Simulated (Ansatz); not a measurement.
The same path of C3H6OSi (11 atoms, charge 0, multiplicity 1) was run twice with different band settings. Lost on the way: C3–Si4, Si4–H9. Made: C3–H9.

Computed with Ansatz, RKS B3LYP-D4/6-31G.

Relaxed end points:

```xyz
11
Properties=species:S:1:pos:R:3
C -0.332 -1.872 1.654
C -0.048 -0.722 0.804
C 0.201 0.251 0.107
Si 0.528 1.664 -1.033
O 0.022 1.327 -2.654
H 0.581 -2.439 1.875
H -1.037 -2.558 1.170
H -0.772 -1.564 2.609
H -0.181 2.872 -0.484
H 1.993 1.911 -1.154
H -0.889 1.074 -2.873
```

```xyz
11
Properties=species:S:1:pos:R:3
C -0.158 -1.297 1.126
C -0.220 0.148 0.949
C -0.278 1.368 0.792
Si 0.961 1.368 -1.233
O -0.265 1.004 -2.432
H 0.873 -1.639 1.262
H -0.575 -1.822 0.259
H -0.738 -1.598 2.009
H -0.543 2.383 0.988
H 1.518 -0.084 -0.970
H -0.511 0.110 -2.728
```

Common settings: spring 5.0 eV/Å²; optimiser quadratic models (default); start path through a guess of the saddle point; force threshold 0.05 eV/Å; end points relaxed.

| run | movable images | climbing image | iteration limit |
| --- | --- | --- | --- |
| 1 | 7 | yes | 56 |
| 2 | 4 | no | 60 |

Task: What does each run give, and how far can it be trusted?

Result: Run 1: converged after 39 iterations, highest image 3.049 eV above the first end. Neighbouring images differ by up to 2.5 eV, so the band resolves the path poorly. A vibrational analysis at the climbing image gives one clearly imaginary mode, 1088i cm⁻¹: a first-order saddle point.
Run 2: converged after 17 iterations, highest image 2.144 eV above the first end. Neighbouring images differ by up to 2.1 eV, so the band resolves the path poorly. No image climbed, so the highest image needn't sit at the top of the path.
The orbitals stay closed-shell, which can raise the energy where a bond breaks towards radicals; this wasn't checked here. Limits of this set-up: no polarisation functions.
